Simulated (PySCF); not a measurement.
C₆H₆, SMILES C=C=CC#CC.

Geometry: PBE-D3(BJ)/def2-SVP.

Two levels are set side by side: TDDFT-PBE/def2-SVPD (PySCF) and TDDFT-CAM-B3LYP/def2-SVPD (PySCF). Vertical, same geometry. The lowest singlet is HOMO→LUMO+1 98 % with PBE and HOMO→LUMO+1 75 % with the other functional; states are paired by order. Differences are taken from unrounded values.

```json
[
 {"quantity": "lowest singlet excitation (eV)", "TDDFT-PBE": "4.61"},
 {"quantity": "lowest triplet excitation (TDA) (eV)", "TDDFT-PBE": "3.34"},
 {"quantity": "first bright state (f over 0.05) (eV)", "TDDFT-PBE": "5.05"},
 {"quantity": "its oscillator strength", "TDDFT-PBE": "0.26"}
]
```

Task: These are the TDDFT-PBE values. What does TDDFT-CAM-B3LYP give? (The exact figures need the calculation; the answer reports its results.)

Result: 
```csv
quantity,TDDFT-CAM-B3LYP,TDDFT-PBE minus TDDFT-CAM-B3LYP
lowest singlet excitation (eV),5.21,-0.60
lowest triplet excitation (TDA) (eV),3.45,-0.11
first bright state (f over 0.05) (eV),5.49,-0.44
its oscillator strength,0.37,-0.11
```

A lower first singlet is the usual sign of a functional without exact exchange. Differences between two approximate levels are no errors against the true value.

Rough cost on one machine, each run with all the roots and properties that it gave: TDDFT-CAM-B3LYP against TDDFT-PBE about 6 times.
